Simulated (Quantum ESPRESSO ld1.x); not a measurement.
The numbers below are computed, except where a source is named.
Task: Neutral osmium, configuration [Xe] 4f14 5d6 6s2. Level of theory: scalar-relativistic Kohn-Sham, Slater X-alpha with alpha = 1, spin-unpolarised, spherical densities, point nucleus (ld1.x of Quantum ESPRESSO 7.5). Some entries of the table are withheld. Estimate them.

| orbital | occ. | eigenvalue (hartree) | <r^2> (bohr^2) |
|---|---|---|---|
| 1s | 2 | -2727.04 | 0.0004320 |
| 2s | 2 | -477.129 | 0.006602 |
| 2p | 6 | -416.167 | 0.005491 |
| 3s | 2 | -111.651 | 0.04260 |
| 3p | 6 | -93.7026 | (1) |
| 3d | 10 | -73.6585 | (2) |
| 4s | 2 | -23.8710 | 0.2077 |
| 4p | 6 | -17.9538 | 0.2361 |
| 4d | 10 | -10.5896 | 0.2701 |
| 5s | 2 | (3) | 1.103 |
| 4f | 14 | -2.34799 | 0.3576 |
| 5p | 6 | -2.06045 | (4) |
| 5d | 6 | -0.34666 | 3.398 |
| 6s | 2 | -0.28241 | 8.900 |

Result: 
(1) 3p <r^2> (bohr^2): 0.04341
(2) 3d <r^2> (bohr^2): 0.03587
(3) 5s eigenvalue (hartree): -3.59522
(4) 5p <r^2> (bohr^2): 1.487
